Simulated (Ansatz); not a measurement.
Reactions of CH7ClOSi2 (`CO[SiH2][SiH2]Cl`).

Isolated molecules relaxed with PBE0-D4/def2-TZVP in Ansatz; ΔE leaves out vibrations. CBS: MP2 limit from def2 TZ/QZ plus the TZ coupled-cluster correction, frozen cores. This one scheme is used for every species. Functionals use def2-TZVPP. B3LYP here is the variant with VWN-RPA as its local correlation; programs differ in this. For Ga outer-core shells are correlated without core-valence functions, which leaves a few kJ/mol of doubt a bond. Scalar relativity is left out up to krypton. Each species was taken in one conformer, which may not be the lowest.

| reaction | PBE0-D4 (kJ/mol) | HF/CBS(def2) (kJ/mol) | B3LYP-D4 (kJ/mol) | MP2/CBS(def2) (kJ/mol) | CCSD(T)/CBS(def2) (kJ/mol) |
| --- | --- | --- | --- | --- | --- |
| `CO[SiH2][SiH2]Cl` + `C[BH][GaH][CH3]` → `CB[SiH2][SiH2]Cl` + `C[O][GaH][CH3]` | -6 | 19 | -1 | 1 | 1 |
| `CO[SiH2][SiH2]Cl` + H₂ → `[SiH3][SiH2]Cl` + CH₃OH | 54 | 55 | 64 | 70 | 62 |
| `CO[SiH2][SiH2]Cl` + H₂O → `CO[SiH2][SiH2]O` + HCl | 22 | 11 | 15 | 23 | 19 |
| `CO[SiH2][SiH2]Cl` + `C[NH][AlH][F]` → `C[N](C)[AlH][F]` + `O[SiH2][SiH2]Cl` | -28 | -10 | -23 | -31 | -27 |

Largest T1 diagnostic: 0.014, for `C[O][GaH][CH3]`.
